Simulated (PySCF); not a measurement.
## Electron correlation in Mo⁺ (molybdenum, charge +1)

[Kr] 4d4 5s1, high-spin 6D determinant (an excited configuration). Computed with PySCF 2.14 in aug-cc-pVTZ-PP with one added diffuse shell each of s, p, d, f, g type with ECP28MDF (7s7p6d4f3g, 113 functions), with scalar relativity through the core potential. Frozen: 4s2 4p6; 5 electrons correlated.

MP2 pair energies summed by pair of shells (mhartree):

| pair | energy | share (%) |
| --- | --- | --- |
| 4d-4d | -35.26 | 67.3 |
| 4d-5s | -17.10 | 32.7 |

Total MP2 correlation energy: -52.36 mhartree.

Same-spin part -52.36 and opposite-spin part 0.00 mhartree; SCS-MP2 scales them by 1/3 and 6/5 to -17.45 mhartree.
